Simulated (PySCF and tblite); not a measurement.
Values are calculated unless marked as measured or tabulated.
Diboron dioxide, B₂O₂, numbered as in [O:1]=[B:2][B:3]=[O:4].

The ensemble was built from 90 distance-geometry starts (ETKDG and KDG, GFN2-xTB) and rests on PBE0-D3(BJ)/def2-SVP geometries. Weights use PBE0-D3(BJ)/def2-TZVP energies plus GFN2-xTB zero-point and thermal terms (modes under about 100 cm⁻¹ blended into free rotors). Symmetry numbers and mirror images are counted. Conformers within 3 kcal/mol (GFN2-xTB free energy) were kept, 8 at most. Couplings: B3LYP/pcJ-1. Couplings are for ¹¹B, ¹⁷O. Codes: tblite and PySCF.

```
conformer  shape  weight %
        1    D*h     100.0
```

**Question.** Give the couplings in each conformer and the averages at 298.15 K (pairs that fast motion interchanges averaged).

**Answer.** 
```
 coupling  pairs      1  average (Hz)
¹J(O1,B2)      2  -26.4         -26.4
²J(O1,B3)      2   -3.9          -3.9
³J(O1,O4)      1    5.8           5.8
¹J(B2,B3)      1  221.3         221.3
```
